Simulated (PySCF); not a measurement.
Si(Br)(Me)(vinyl)(NH2) (C3H8BrNSi), SMILES C=C[Si](C)(N)Br. Atoms are numbered in the order given.

```xyz
14

C      2.4226     1.4652    -1.0004
C      1.4521     0.5725    -1.2364
Si    -0.1931     0.5905    -0.3635
C     -0.3652     1.9547     0.9004
N     -1.4502     0.7159    -1.5396
Br    -0.3005    -1.3805     0.7930
H      2.3013     2.2772    -0.2748
H      3.3881     1.4284    -1.5173
H      1.6451    -0.2248    -1.9669
H     -1.3478     1.8976     1.3944
H     -0.2762     2.9405     0.4169
H      0.4064     1.8646     1.6797
H     -2.4159     0.7535    -1.2227
H     -1.3854     0.1487    -2.3810
```
Charge 0, spin multiplicity 1.

Coordinates come from a B3LYP-D3(BJ)/def2-SVP optimisation. One conformer was computed; it need not be the lowest.

These are PySCF with HF/pcSseg-1 values and carry that method's errors.

GIAO shieldings, no solvent; atoms listed in one row are averaged. δ = σ(ref) − σ: ¹³C against TMS (σ = 192.6 ppm); ²⁹Si against TMS (σ = 393.8 ppm); ¹⁵N against NH3 (σ = 267.3 ppm); ¹H against TMS (σ = 31.99 ppm), references at their B3LYP-D3(BJ)/def2-TZVP geometries, non-relativistic (without spin–orbit terms, shifts of atoms bonded to Cl or Br come out too high).

### Question
Estimate the chemical shifts. (An estimate is asked for; the answer gives what the named calculation found.)

### Answer

| nucleus | atoms | count | δ (ppm) |
|---|---|---|---|
| ¹³C | C2 | 1 | 145.0 |
| ¹³C | C1 | 1 | 144.6 |
| ¹³C | C4 | 1 | 3.4 |
| ²⁹Si | Si3 | 1 | 10.0 |
| ¹⁵N | N5 | 1 | 32.7 |
| ¹H | H8 | 1 | 6.54 |
| ¹H | H9 | 1 | 6.52 |
| ¹H | H7 | 1 | 6.30 |
| ¹H | H14 | 1 | 1.43 |
| ¹H | H13 | 1 | 1.34 |
| ¹H | H10, H11, H12 | 3 | 0.89 |
